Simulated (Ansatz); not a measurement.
A made-up structure of LiAlIF, singlet:

```tsv
atom	x (Å)	y (Å)	z (Å)
Li1	1.0283	1.7523	-1.2697
Al2	-0.2163	-0.0689	0.0211
F3	-1.8412	0.0414	-0.3351
I4	1.0292	-1.7247	1.5836
```

It is relaxed with PBE-D4/def2-SVP and then PBE0-D4/def2-TZVP (Ansatz 0.2.0). Atoms count as bonded within 1.22 times the sum of their covalent radii (H–H: 0.88 Å). The end point is not checked to be a true minimum.

**Question.** Does its bonding change? (A judgement: the text doesn't fix the answer.)

**Answer.** The calculation gives: No: no bond forms or breaks.

Where it ends: The first stage lowers the energy by 0.21 eV in 5 steps. It ends as LiAlIF ([Li][Al]([F])[I]):
```csv
atom,x (Å),y (Å),z (Å)
Li1,1.2076,1.8360,-1.3090
Al2,-0.2101,0.0477,-0.0735
F3,-1.8543,-0.2248,-0.1188
I4,0.8568,-1.6589,1.5014
```

Labels in which every atom is bracketed show which atoms are joined, not bond orders.

For scale, one of the runs: PBE0-D4/def2-TZVP relaxation, 132 basis functions, launched by `ansatz run in.yaml --threads 2 --pin off --events-out ev --progress --plain --max-ram 4352MiB`. The run took about 27 s on 2 CPU threads of an Arm Neoverse V1 (shared host).
